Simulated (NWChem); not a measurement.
# C3H5Br; SMILES C=C(C)Br

```xyz
9

C      1.3089    -1.5244     0.0000
C      0.1109    -0.9419     0.0000
C     -1.2119    -1.6287     0.0000
Br    -0.0052     0.9585     0.0000
H      2.2370    -0.9510     0.0000
H      1.3747    -2.6162     0.0000
H     -1.8013    -1.3450     0.8859
H     -1.0754    -2.7199     0.0000
H     -1.8013    -1.3450    -0.8859
```
Atoms are numbered in this order, from 1.

All runs: NWChem. Pople sets run with spherical d functions. Medium grid unless said otherwise, to which SCAN and Minnesota functionals are sensitive. Structure relaxed at the PBE0/def2-SVP level. Total energies of different functionals are on different scales.

```
level                energy (Ha)  highest occupied level (eV)  orbital gap (eV)  dipole (D)
-------------------  -----------  ---------------------------  ----------------  ----------
B3LYP/6-31G*          -2691.1806                        -6.78              6.88        1.73
PBE/6-31G*            -2690.6006                          [?]               [?]        1.70
OLYP/6-31G*           -2691.8332                        -5.72              5.18        1.69
PW6B95/6-31G*         -2692.4351                        -7.11              7.49        1.75
MN15/6-31G*           -2691.3158                        -7.72              8.67        1.80
MPW1K/6-31G*          -2691.2933                        -7.93              8.90        1.83
Hartree-Fock/6-31G*   -2688.5909                        -9.61             13.92        1.95
TPSSh/6-31G*          -2691.0793                        -6.41              6.20        1.79
MN15-L/6-31G*         -2691.0861                        -6.26              5.98        1.77
```

Complete the blanks.


- PBE/6-31G*, highest occupied level (eV): -5.86
- PBE/6-31G*, orbital gap (eV): 5.13
